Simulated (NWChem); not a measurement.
Se cation, quartet

Computed with NWChem. Spin-unrestricted. No stability test was run on the SCF state.

Problem. Estimate the computed values for PBE0/cc-pVQZ. Quantities: highest occupied level (eV); lowest empty minus highest occupied level, either spin (eV); <S²>.

Solution. 
```json
{
  "highest occupied level (eV)": "-17.86",
  "lowest empty minus highest occupied level, either spin (eV)": "5.47",
  "<S²>": "3.75"
}
```
